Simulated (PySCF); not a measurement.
Excitation energy of Mg by level of theory

Mg [Ne] 3s2 (1S) → Mg [Ne] 3s1 3p1 (3P), as a difference of total energies. Computed with PySCF 2.14 in x2c-TZVPPall with one added diffuse shell each of s, p, d type (6s5p4d, 41 functions), with the spin-free X2C one-electron Hamiltonian (Gaussian nucleus). Correlated levels: valence and next inner shell: 1s2 frozen. The calculations carry no spin-orbit coupling.

| method | excitation energy (cm⁻¹) |
| --- | --- |
| UHF | 14647 |
| MP2 (valence and next inner shell) | 19847 |
| SCS-MP2 (valence and next inner shell) | 20905 |
| CCSD (valence and next inner shell) | 21380 |
| CCSD(T) (valence and next inner shell) | 21559 |

Errors of the correlated levels include the incompleteness of this basis and the frozen core.

For comparison: 21891 cm⁻¹ (measured; NIST levels, between the centres of gravity of the two terms).
